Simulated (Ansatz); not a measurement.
[Se3]- (Se3⁻). Charge -1, multiplicity 2. Geometry PBE-D4/def2-TZVPD, basis def2-TZVPD, Ansatz.

```xyz
3

Se    1.8924    0.3679    0.4884
Se   -0.4033    0.5677    0.4402
Se   -1.4891   -0.9356   -0.9286
```

```json
{"run": "A", "HOMO (eV)": "-0.38", "LUMO (eV)": "0.44"}
{"run": "B", "HOMO (eV)": "-1.42", "LUMO (eV)": "1.00"}
{"run": "C", "HOMO (eV)": "-1.23", "LUMO (eV)": "0.98"}
{"run": "D", "HOMO (eV)": "-0.99", "LUMO (eV)": "0.81"}
{"run": "E", "HOMO (eV)": "-0.22", "LUMO (eV)": "0.20"}
{"run": "F", "HOMO (eV)": "0.03", "LUMO (eV)": "0.53"}
```

B3LYP takes the VWN-RPA correlation.

HOMO and LUMO are taken over both spins.

Q: The runs used B3LYP, BLYP, LDA (SPW92), PBE0, r2SCAN, r2SCAN0. Estimate which is which.

A: A r2SCAN (0 % exact exchange); B r2SCAN0 (25 % exact exchange); C PBE0 (25 % exact exchange); D B3LYP (20 % exact exchange); E LDA (SPW92) (0 % exact exchange); F BLYP (0 % exact exchange). Exact exchange lowers occupied and raises empty levels; among semilocal functionals meta-GGAs tend to open the gap a little, and such runs are hard to tell apart. The gap grows from 0.42 eV (LDA (SPW92)) to 2.42 eV (r2SCAN0). At BLYP-D4/def2-TZVPD the highest occupied level of the charge -1 doublet lies above zero (up to 0.03 eV). By energy differences its removal costs 3.03 eV (vertical, to the charge 0 singlet, at PBE0-D4/def2-TZVPD).
